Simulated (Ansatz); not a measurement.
Energy profile

The step: Si₂H₃F₃ ([F][Si]([F])([F])[SiH3]) + HCl + H₂O → SiClF₃ ([F][Si]([F])([F])[Cl]) + SiH₄ + H₂O; bonds formed: Si1–Cl7, Si2–H8, H6–O9; bonds broken: Si1–Si2, H6–Cl7, H8–O9 (atoms numbered as in the saddle structure below).

```json
{"atom": "Si1", "x (Å)": "-0.6195", "y (Å)": "1.0777", "z (Å)": "-0.2948"}
{"atom": "Si2", "x (Å)": "0.4121", "y (Å)": "-1.0059", "z (Å)": "-1.1852"}
{"atom": "F3", "x (Å)": "-0.5432", "y (Å)": "2.4257", "z (Å)": "-1.1263"}
{"atom": "F4", "x (Å)": "-1.8641", "y (Å)": "0.4366", "z (Å)": "-1.1217"}
{"atom": "F5", "x (Å)": "-1.3656", "y (Å)": "1.2352", "z (Å)": "1.1197"}
{"atom": "H6", "x (Å)": "0.9139", "y (Å)": "-0.0199", "z (Å)": "1.8351"}
{"atom": "Cl7", "x (Å)": "1.3955", "y (Å)": "1.5580", "z (Å)": "0.6144"}
{"atom": "H8", "x (Å)": "0.0353", "y (Å)": "-0.7029", "z (Å)": "0.6573"}
{"atom": "O9", "x (Å)": "0.2924", "y (Å)": "-0.8050", "z (Å)": "1.8404"}
{"atom": "H10", "x (Å)": "1.7248", "y (Å)": "-1.5305", "z (Å)": "-0.7299"}
{"atom": "H11", "x (Å)": "-0.5169", "y (Å)": "-2.0932", "z (Å)": "-1.5683"}
{"atom": "H12", "x (Å)": "0.6430", "y (Å)": "-0.0847", "z (Å)": "-2.3334"}
{"atom": "H13", "x (Å)": "-0.5078", "y (Å)": "-0.4913", "z (Å)": "2.2927"}
```

Electronic energies by CCSD(T) at an estimated basis limit (MP2 extrapolated from triple and quadruple zeta, plus CCSD(T) − MP2 in triple zeta), on PBE0-D4/def2-TZVP structures; Si$_{2}$H$_{6}$ClOF$_{3}$, closed shell; no counterpoise correction. Program: Ansatz 0.2.0. Basis: def2-TZVPP and def2-QZVPP. Cores are frozen in the correlated methods. Extrapolation: Hartree–Fock as exp(−7.88 √X), correlation as X^−2.97.

Q: Give the profile in eV, counted from the separated reactants. (Judge from chemistry; the value comes from the calculation.)

A: By the calculation:
| point | eV |
| --- | --- |
| separated: Si$_{2}$H$_{3}$F$_{3}$ (linked as [F][Si]([F])([F])[SiH3]; Si1, Si2, F3, F4, F5, H10, H11, H12; singlet) + HCl (H6, Cl7; singlet) + H$_{2}$O (H8, O9, H13; singlet) | 0.000 |
| start structure | -0.436 |
| saddle | 1.482 |
| end structure | -1.247 |

T1 diagnostic: at most 0.013.

For scale, one of the runs: CCSD(T)/def2-TZVPP, 334 basis functions, launched by `ansatz run in.yaml --threads 2 --pin off --events-out ev --progress --plain --max-ram 32768MiB --backend cuda --devices 0, --max-vram 18GiB`. Time: 33 s of wall clock on 2 CPU threads of an AMD EPYC 7R13 and a share of one NVIDIA H100; the host was shared. Peak host memory: 0.8 GiB.
